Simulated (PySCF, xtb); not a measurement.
Te(F)(SiH3) (FH₃SiTe), SMILES [SiH3][Te]F.

Harmonic wavenumbers (cm⁻¹) from GFN2-xTB run with xtb at its own minimum, in rising order: 79, 118, 357, 468, 487, 493, 750, 765, 791, 2276, 2288, 2297.

What does B3LYP-D3(BJ)/def2-SVP in PySCF give at its own minimum? (Estimate from the structure and the level; the computed values follow.)

106, 116, 322, 534, 545, 594, 880, 921, 953, 2216, 2241, 2246. Paired by order, the mean absolute difference is 75 cm⁻¹ and the zero-point energies are 16.0 and 16.7 kcal/mol.
